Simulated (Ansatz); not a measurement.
The cluster Zn6O7, relaxed as a singlet with RKS r2SCAN-D4/def2-SVP in Ansatz, starting from the GFN1-xTB geometry. Force threshold 0.03 eV/Å.

Another isomer (singlet) lies 2.39 eV lower at PBE0-D4/def2-SVP; other spin states weren't run for this one.

Start:

```xyz
13

Zn   -2.363   -2.111   -0.871
Zn    2.352    2.064    1.042
Zn    1.154    2.044   -1.534
Zn   -1.252   -0.098   -2.535
Zn   -1.065   -2.177    1.989
Zn    1.187   -0.181    2.892
O     2.228    1.164    2.524
O     2.262    2.876   -0.505
O    -2.155   -2.718    0.745
O     0.491    0.392   -2.089
O    -0.450    1.567   -2.340
O     0.070   -1.496    3.116
O    -2.459   -1.327   -2.432
```

| step | energy (eV) | largest force component (eV/Å) | SCF passes |
| --- | --- | --- | --- |
| 1 | -304788.4685 | 2.637 | 34 |
| 2 | -304788.7484 | 1.520 | 22 |
| 3 | -304788.9618 | 0.209 | 22 |
| 4 | -304789.0100 | 0.103 | 22 |
| 5 | -304789.0307 | 0.036 | 23 |
| 6 | -304789.0342 | 0.009 | 22 |
| 7 | -304789.0352 | 0.019 | 21 |

Force components are those of the run's own axes.

End:

```xyz
13

Zn   -2.3163   -1.9397   -0.6216
Zn    2.0780    1.9636    1.1582
Zn    1.1003    2.0025   -1.6493
Zn   -1.1648   -0.0075   -2.5670
Zn   -0.9939   -2.2089    2.0600
Zn    1.1793   -0.2794    2.9395
O     2.2350    1.1025    2.6815
O     1.9178    2.8686   -0.3429
O    -2.1697   -2.8082    0.8985
O     0.7440    0.3939   -2.7000
O    -0.2546    1.6490   -2.9882
O     0.1572   -1.6679    3.2699
O    -2.5123   -1.0686   -2.1384
```

By distances, no bond broke or formed. The bond that changes most is O10–O11, from 1.53 to 1.63 Å (atoms count from 1).

The force fell under the threshold at step 6, but the optimiser went on. No frequencies were taken in this run, so the end may be a saddle point.

Run time 62 s (6 threads of Arm Neoverse V1 on a shared host), peak host memory 0.68 GiB.
